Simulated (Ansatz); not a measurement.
A CCSD(T) single point on CH5GeNZn.

```yaml
crystal:
  periodic: [false, false, false]
  atoms:
    - {symbol: Ge, position_ang: [0.483992, 1.417038, -0.124742]}
    - {symbol: C, position_ang: [-0.375415, -0.343085, 0.095251]}
    - {symbol: N, position_ang: [0.182417, -1.469109, -0.045658]}
    - {symbol: Zn, position_ang: [-2.063806, -3.475738, 0.535649]}
    - {symbol: H, position_ang: [-0.232816, 2.218678, -1.221859]}
    - {symbol: H, position_ang: [0.416754, 2.201578, 1.194409]}
    - {symbol: H, position_ang: [1.947001, 1.155325, -0.519023]}
    - {symbol: H, position_ang: [-1.438974, -0.363291, 0.366704]}
    - {symbol: H, position_ang: [1.169246, -1.387795, -0.297832]}
basis:
  gaussian: {orbitals: def2-SVP}
correlation: {method: ccsd_t, frozen_orbitals: {C: 1, Ge: 9, H: 0, "N": 1, Zn: 9}}
```

```sh
$ ansatz run in.yaml --threads 4 --pin off --events-out ev --progress --plain
```

Log, shortened:

```
Functional definition: HF
1158 factors; integrals over basis functions are off by at most 1.5e-3 eV
mean field evaluation 1: about -107422.2982 eV, gradient 2.7e1 eV
mean field evaluation 2: about -107422.3705 eV, gradient 2.7e1 eV
mean field evaluation 4: about -107424.4199 eV, gradient 3.2e0 eV
mean field evaluation 8: about -107424.4675 eV, gradient 1.5e-1 eV
mean field -107424.46766788 eV, -3947.7763718751 hartree, gradient 2.0e-6 eV, S^2 0.000000; 0 other end points of the search recorded, 0 dependent functions left out
20 core orbitals not correlated: weight in the atoms' cores, before any rotation towards them, 1.000 or more for the frozen orbitals, at most 0.000 for the correlated occupied ones
reference -107424.46766788 eV, -3947.7763718751 hartree; 20, 20 occupied and 76, 76 virtual orbitals, 1158 factors
second order -22.42159155 eV of doubles, -0.00000000 eV of singles
cycle   1  -21.95347041 eV  change    4.7e-1 eV  update   1.2e-1
cycle   2  -22.74198031 eV  change   -7.9e-1 eV  update   4.4e-2
cycle   3  -22.86573182 eV  change   -1.2e-1 eV  update   1.9e-2
cycle   4  -22.85394272 eV  change    1.2e-2 eV  update   4.0e-3
cycle   5  -22.85607897 eV  change   -2.1e-3 eV  update   1.7e-3
cycle   6  -22.85716395 eV  change   -1.1e-3 eV  update   5.0e-4
cycle   7  -22.85722194 eV  change   -5.8e-5 eV  update   1.9e-4
cycle   8  -22.85720614 eV  change    1.6e-5 eV  update   6.1e-5
cycle   9  -22.85720817 eV  change   -2.0e-6 eV  update   2.3e-5
perturbative correction -0.72555627 eV, -0.0266637012 hartree
Total energy: -107448.05043232 eV, -3948.6430224834 hartree
```

It took 10 s on 4 threads of a server CPU on a shared host, with 0.57 GiB of host memory at the peak.

MP2 recovers 95.1 % of the CCSD(T) correlation energy and the triples give 3.1 %; T1 = 0.0119.
